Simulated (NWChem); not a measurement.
C₃H₇N; SMILES C1CNC1

```xyz
11

C     -0.1083    -1.0702     0.0000
C      0.0905     0.0413     1.0452
N     -0.1927     1.0257     0.0000
C      0.0905     0.0413    -1.0452
H      0.6056    -1.9052     0.0000
H     -1.1330    -1.4675     0.0000
H     -0.5943     0.0626     1.9107
H      1.1305     0.0595     1.4298
H      0.3680     1.8740     0.0000
H      1.1305     0.0595    -1.4298
H     -0.5943     0.0626    -1.9107
```
Atoms are numbered in this order, from 1.

Computed with NWChem. Structure relaxed at the PBE0/def2-SVP level. Total energies compare along this basis series because the functional is fixed.

```
level             basis functions  energy (Ha)  highest occupied level (eV)  orbital gap (eV)  dipole (D)  relative time
----------------  ---------------  -----------  ---------------------------  ----------------  ----------  -------------
TPSS/cc-pVDZ                   91    -173.2777                        -4.82              6.07        0.99              1
TPSS/aug-cc-pVDZ              155    -173.2925                        -5.13              4.73        1.16              3
TPSS/cc-pVTZ                  218    -173.3304                        -5.05              5.73        1.07              5
```

Relative times are rough (shared machine, one core).
